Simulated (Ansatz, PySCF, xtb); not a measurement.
Pair of molecules: HF (SMILES F) (first 2 atoms) with C2H4 (SMILES C=C); geometry from B3LYP-D3(BJ)/def2-TZVP, rigid monomers moved along the line of their centres of mass till H2···C3 is 2.02 Å.
(charge 0, multiplicity 1):
```tsv
atom	x (Å)	y (Å)	z (Å)
F	-0.2339	0.8565	0.5851
H	-0.1684	0.5554	1.4687
C	-0.5589	0.3195	3.4318
C	0.4832	-0.4344	3.0990
H	-0.4363	1.3392	3.7765
H	-1.5732	-0.0575	3.3808
H	0.3611	-1.4571	2.7631
H	1.4981	-0.0603	3.1588
```

Counterpoise-corrected where a basis set is named; no monomer relaxation. Rows marked so take none.

Correlated levels freeze the cores. Rows in 6-31G* carry no dispersion term and start afresh at each structure (6-31G* with six Cartesian d functions).

The values were computed with Ansatz (Gaussian orbitals); PySCF for 6-31G* rows, the dispersion terms; xtb for the GFN methods. Values without a source in brackets are computed.

```tsv
level	interaction energy (meV)
GFN-FF	-24.6
HF/6-31G*	2.0
HF/aug-cc-pVDZ	-37.5
PBE-D3(BJ)/def2-TZVPPD	-230.0
B3LYP/6-31G* (no counterpoise)	-194.0
B3LYP-D4/def2-TZVPPD	-182.8
MP2/aug-cc-pVDZ	-126.4
CCSD/aug-cc-pVDZ	___
CCSD(T)/aug-cc-pVDZ	___
```

Problem. What belongs in the gaps?

Solution. 
- CCSD/aug-cc-pVDZ, interaction energy (meV): -90.0
- CCSD(T)/aug-cc-pVDZ, interaction energy (meV): -104.9

Ansatz is a program for electronic structure.
